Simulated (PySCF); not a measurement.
Species: C₄HF₄PS.
Numbering: `[F:1][c:2]1[p:3][cH:4][s:5][c:6]1[C:7]([F:8])([F:9])[F:10]` (hydrogens: H11 on C4)

Torsions of this conformer, `[F:1][c:2]1[p:3][cH:4][s:5][c:6]1[C:7]([F:8])([F:9])[F:10]`: S5–C6–C7–F8 -114°.

The closed-shell ground state was solved at several levels (PySCF, density fitting, gas phase, non-relativistic). Geometry: PBE0-D3(BJ)/def2-SVP; no solvent, vibrations or thermal averaging.

| level | basis functions | total energy (Eh) | HOMO (eV) | LUMO (eV) | gap (eV) | dipole (D) |
| --- | --- | --- | --- | --- | --- | --- |
| B3LYP/def2-SVPD | 231 | -1291.3378 | -7.47 | -2.29 | 5.18 | 2.88 |
| PBE0/pcSseg-1 | 189 | -1291.0270 | -7.74 | -2.14 | 5.60 | 2.78 |

Problem. What might wB97X-D/pcSseg-1 (189 basis functions) give for the same quantities?

Solution. Total energy -1291.6633 Eh, HOMO -9.50 eV, LUMO -0.50 eV, gap 9.00 eV, dipole 2.86 D.

Problem. Over all these levels, which gives the widest orbital gap and which the narrowest?

Solution. wB97X-D/pcSseg-1 (range-separated hybrid) has the widest, 9.00 eV, and B3LYP/def2-SVPD (global hybrid, 20 % exact exchange) the narrowest, 5.18 eV. Functional and basis both differ between the two, so the spread mixes both effects.

Problem. How far do the dipole and the HOMO energy spread over the levels?

Solution. The dipole runs from 2.78 to 2.88 D (mean 2.84 D) and the HOMO from -9.50 to -7.47 eV.

Note: wB97X-D ran without an empirical dispersion term, which enters the total energy and its gradient alone.
